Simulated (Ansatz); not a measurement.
C3H5NSi, SMILES `C1=C[SiH2]C=N1`, one more setting.

```yaml
crystal:
  periodic: [false, false, false]
  atoms:
    - {symbol: C, position_ang: [-1.045896, 0.791968, -0.462732]}
    - {symbol: C, position_ang: [-1.140748, -0.356522, 0.219754]}
    - {symbol: Si, position_ang: [0.598744, -0.905613, 0.529124]}
    - {symbol: C, position_ang: [1.211549, 0.632566, -0.389867]}
    - {symbol: N, position_ang: [0.228552, 1.340757, -0.800723]}
    - {symbol: H, position_ang: [-1.892799, 1.379479, -0.803189]}
    - {symbol: H, position_ang: [-2.095382, -0.788545, 0.485399]}
    - {symbol: H, position_ang: [0.989978, -2.182057, -0.125435]}
    - {symbol: H, position_ang: [1.009597, -0.945107, 1.957602]}
    - {symbol: H, position_ang: [2.219404, 0.981976, -0.606936]}
basis:
  gaussian: {orbitals: x2c-TZVPPall, point_charges: [{charge: 1.00, position_ang: [6.814, 0.412, 0.459]}]}
hamiltonian: {xc: {name: rPW86-PBE}, dispersion: d3bj, pseudopotentials: {relativity: scalar}}
scf: {lower_state_search: full}
```

```sh
$ ansatz run in.yaml --threads 2 --pin off --events-out ev --progress --plain --max-ram 4352MiB
```

It prints (some lines left out):

```
Functional definition: rPW86-PBE
1292 factors; their error is unknown
mean field evaluation 1: about -12585.5491 eV, gradient 7.2e1 eV
mean field evaluation 2: about -12539.1836 eV, gradient 1.5e2 eV
mean field evaluation 4: about -12596.8119 eV, gradient 2.3e1 eV
mean field evaluation 8: about -12597.9799 eV, gradient 3.8e-1 eV
mean field evaluation 16: about -12597.9509 eV, gradient 2.7e-4 eV
mean field -12597.95087530 eV, -462.9661554694 hartree, gradient 3.0e-5 eV, S^2 0.000000; 0 other end points of the search recorded, 0 dependent functions left out
reference -12597.95098787 eV, -462.9661596064 hartree; 22, 22 occupied and 214, 214 virtual orbitals, 1292 factors
Total energy: -12598.19619224 eV, -462.9751707009 hartree
Relativity: scalar
```

Hardware: 2 threads of an Arm Neoverse V1 on a shared host. Wall time 9.5 s, peak host memory 0.45 GiB.
